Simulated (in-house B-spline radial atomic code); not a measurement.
RPA and G0W0 on B3LYP (VWN-RPA): neutral lithium

Configuration [He] 2s1, highest spin, mean-field start B3LYP (VWN-RPA). Computed with an all-electron radial atomic-structure program (B-spline basis): all electrons, non-relativistic, point nucleus, each spin shell either full or empty, empty states to l = 9 with an (l + 1/2)⁻⁴ tail; G0W0 by contour deformation at full frequency.

RPA overbinds a lone outer s electron by self-correlation, and G0W0 tends to as well.

Command:
```bash
python run_gw.py task.json out
```
Settings (radii: box in bohr, nucleus in fm):
```
Z                        3
electrons                3
configuration            [He] 2s1
hamiltonian              nr
method                   b3lyp
lmax                     9
spin_polarised           True
box_radius               40
intervals                46
ion_configuration        1s2
```

Time taken, with all properties: 1.3 s on 1 thread of Arm Neoverse N1, with other jobs on the host.

Energies (hartree):

| term | value |
| --- | --- |
| mean-field total | -7.49296 |
| Hartree-Fock functional on these orbitals | -7.43108 |
| direct second order | -0.11966 |
| second-order exchange | 0.071419 |
| SOSEX correction | 0.061281 |

**Question.** What is the RPA correlation energy, and what remains with SOSEX?

**Answer.** RPA gives -0.10513 hartree (-0.954 eV per electron); RPA + SOSEX gives -0.043853, and the second-order doubles -0.048239 hartree (no singles). SOSEX takes back 58 % of the RPA value.

Quasi-particle levels (eV):

| level | occupied | mean field | Σx - vxc | Σc | QP weight | G0W0 |
| --- | --- | --- | --- | --- | --- | --- |
| 2s up | yes | -3.650 | -1.69 | ? | ? | ? |
| 2s down | no | -1.456 | 2.47 | -1.47 | 0.804 | -0.458 |

G0W0 = mean field + (Σx - vxc) + Σc, with Σc (partial-wave tail included) taken at the quasi-particle energy. Levels of low weight are left out.

**Question.** Where does G0W0 put 2s up?

**Answer.** At -5.684 eV, with Σc = -0.34 eV and a quasi-particle weight of 0.817. The tabulated removal energy is 5.392 eV (NIST, measured).

**Question.** What does it cost to remove one electron (to 1s2) by differences of total energies, each species on its own start (correlation terms add to the Hartree-Fock functional)?

**Answer.** B3LYP (VWN-RPA) 5.628 eV, Hartree-Fock functional 5.326 eV, + RPA 5.894 eV, + RPA + SOSEX 5.373 eV, + second order 5.385 eV. Tabulated: 5.392 eV (NIST, measured).
